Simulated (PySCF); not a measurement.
CH5O, SMILES C[OH2+], charge +1. Geometry optimised at PBE-D3(BJ)/def2-TZVP. The isomer is the one that the SMILES or the coordinates give; other isomers of the formula were not compared.

All values below come from PBE-D3(BJ)/def2-TZVP (PySCF 2.14.0).

Harmonic wavenumbers (cm⁻¹): 250, 706, 811, 916, 1132, 1249, 1417, 1427, 1431, 1630, 3023, 3146, 3152, 3529, 3604. Rotational constants (GHz): 102.4, 20.94, 20.13; symmetry number 1.

Problem. Work out the zero-point energy and the ideal-gas rigid-rotor harmonic-oscillator thermochemistry at 298.15 K and 1 atm.

Solution. ZPE = ½ Σ hcν = ½ × 27424 cm⁻¹ = 164.03 kJ/mol. H − E(el) = 176.00 kJ/mol. Entropy in J/(mol K): translation 152.37, rotation 81.79, vibration 10.46, total 244.63. G − E(el) = 103.06 kJ/mol. Cp = 51.91 J/(mol K).
